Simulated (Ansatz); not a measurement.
System: hexafluoro-λ6-sulfane, SF₆ (charge 0, singlet). SMILES: FS(F)(F)(F)(F)F
Geometry from a B3LYP-D3(BJ)/def2-TZVP (Ansatz, a program for electronic structure) optimisation:
```xyz
7

F      0.6290    -0.4582    -1.3732
S      0.0000     0.0000     0.0000
F      1.2744    -0.5348     0.7623
F     -0.6866    -1.4125     0.1568
F     -1.2744     0.5348    -0.7623
F      0.6866     1.4125    -0.1568
F     -0.6290     0.4582     1.3732
```
Charge 0, spin multiplicity 1.

Computed values are from Ansatz. Valence correlation only, unless marked. Open shells are spin-unrestricted. No spin-orbit coupling. No relativistic terms. CBS marks a two-point X^-3 extrapolation of the correlation energy; Hartree-Fock from the larger set. The bracket is a focal-point correction in the basis named.

```
Quantity                                                                                                                      Result
-------------------------------------  ---------------------------------------------------------------------------------------------
atomisation energy De                                482.1 kcal/mol at RI-MP2/CBS(cc-pV(T+d)Z,cc-pV(Q+d)Z)+[CCSD(T)-MP2]/cc-pV(T+d)Z
total energy                                           -996.4399 Eh at RI-MP2/CBS(cc-pV(T+d)Z,cc-pV(Q+d)Z)+[CCSD(T)-MP2]/cc-pV(T+d)Z
dipole moment                                                                                      0.00 D at CCSD(T)/aug-cc-pV(D+d)Z
T1 diagnostic                                                                                                0.011 at CCSD/cc-pwCVTZ
measured enthalpy of formation, 298 K  -291.7 kcal/mol (CRC Handbook, as tabulated in the package chemicals; older table, unchecked)
measured dipole moment                           0.00 D (NIST CCCBDB, as tabulated in the package chemicals; older table, unchecked)
```
